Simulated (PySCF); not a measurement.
In(F)(Br)(vinyl) (C2H3BrFIn), SMILES C=[CH][In]([F])[Br].

Geometry optimised at B3LYP-D3(BJ)/def2-SVP. The structure was generated by enumeration; whether it is a known compound was not checked. The def2 effective core potentials stand for the cores of In; spin–orbit coupling is left out. Other conformers were not sampled.

Two levels are set side by side: PBE/def2-TZVP (PySCF) and M06-2X/def2-TZVP (PySCF). Same geometry, gas phase. Differences are taken from unrounded values.

| quantity | M06-2X | PBE | PBE minus M06-2X |
|---|---|---|---|
| orbital gap (eV) | 8.17 | 4.23 | -3.94 |
| highest occupied level (eV) | -9.57 | -7.05 | 2.53 |
| lowest empty level (eV) | -1.40 | -2.81 | -1.41 |
| dipole moment (D) | 4.12 | 4.00 | -0.12 |
| mean polarisability (bohr³) | 76.0 | 81.5 | 5.5 |

PBE's occupied levels lie high since its potential decays too fast outside the molecule; exact exchange lowers them and widens the gap. Loosely held outer electrons make PBE densities more polarisable. Differences between two approximate levels are no errors against the true value.

Rough cost on one machine, each run with all the roots and properties that it gave: M06-2X against PBE about 3 times.
